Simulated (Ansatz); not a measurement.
Consider the ligand exchange at the Si–Se bond: `S[SiH2][SeH]` + `O[SiH2]O` → `O[SiH2]O[SiH2]S` + H₂Se.

Isolated molecules relaxed with PBE0-D4/def2-TZVP in Ansatz; ΔE leaves out vibrations. CBS: MP2 limit from def2 TZ/QZ plus the TZ coupled-cluster correction, frozen cores. DFT in def2-TZVPP. B3LYP here is the variant with VWN-RPA as its local correlation; programs differ in this. For Se outer-core shells are correlated without core-valence functions, which leaves a few kJ/mol of doubt a bond. Scalar relativity is left out up to krypton. One conformer a species, not always the lowest.

| level | ΔE (kJ/mol) |
| --- | --- |
| r2SCAN0-D4 | -54.8 |
| CAM-B3LYP-D4 | -66.5 |
| ωB97M-V | -57.7 |
| PBE-QIDH | -50.2 |
| r2SCAN | -52.8 |
| B3LYP | -55.4 |
| BHLYP | -62.6 |
| MP2/def2-QZVPP | -53.0 |

Q: What does CCSD(T)/CBS give? (Best estimate.)

A: Computed: -54.5 kJ/mol. The listed levels differ from it by -0.3, -12.0, -3.2, 4.3, 1.7, -0.9, -8.1, 1.5 kJ/mol.

Largest T1 diagnostic among the species: 0.012.

The D4 term adds −5.4 kJ/mol with B3LYP and −3.4 kJ/mol with PBE0; it sums over pairs of atoms, weighted by their polarisabilities, and B3LYP, whose exchange is more repulsive, gets the larger term. In def2-TZVPP, CCSD(T) changes the Hartree–Fock value by +10.1 kJ/mol (the triples alone add +1.8 kJ/mol) and MP2 by +14.3 kJ/mol. From BLYP to BHLYP (50 % exact exchange), in def2-TZVPP and without D4, ΔE moves by −10.9 kJ/mol.
